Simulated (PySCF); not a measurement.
Isomers of C6H9NS, one conformer each; single-point electronic energies without zero-point terms and without any empirical dispersion term.

Level: wB97X-D/def2-SVPD in PySCF, non-relativistic, each on one gas-phase PBE0-D3(BJ)/def2-SVP geometry that isn't relaxed in the solvent. The solvent is an IEF-PCM continuum (cavity from Bondi-type radii × 1.2). Only the electrostatic response of the medium enters.

| isomer | relative energy, gas (kcal/mol) | dipole (D) |
| --- | --- | --- |
| `N#CC1(S)CCCC1` | 0.0 | 3.91 |
| `C[C@@H](S)[C@@H]1C[C@@H]1C#N` | 15.8 | 2.92 |

Task: How do the relative energies look in chloroform (ε = 4.711)?

Result: 
```tsv
isomer	relative energy, solvent (kcal/mol)	E(solvent) − E(gas) (kcal/mol)	dipole in solvent (D)
`N#CC1(S)CCCC1`	0.0	-5.5	4.72
`C[C@@H](S)[C@@H]1C[C@@H]1C#N`	14.9	-6.5	3.54
```

The order is unchanged. Conformers: `[N:1]#[C:2][C:3]1([SH:4])[CH2:5][CH2:6][CH2:7][CH2:8]1` with C2–C3–S4–H -57°, C2–C3–C5–C6 105°, C3–C5–C6–C7 37°, C5–C6–C7–C8 -44°, C6–C7–C8–C3 34°; `[CH3:1][C@@H:2]([SH:3])[C@@H:4]1[CH2:5][C@@H:6]1[C:7]#[N:8]` with C1–C2–S3–H -55°, C1–C2–C4–C5 157°. `C[C@@H](S)[C@@H]1C[C@@H]1C#N` gains most from the continuum, while `N#CC1(S)CCCC1` has the largest gas-phase dipole. The gains span 1.0 kcal/mol, the gas-phase energies 15.8 kcal/mol.
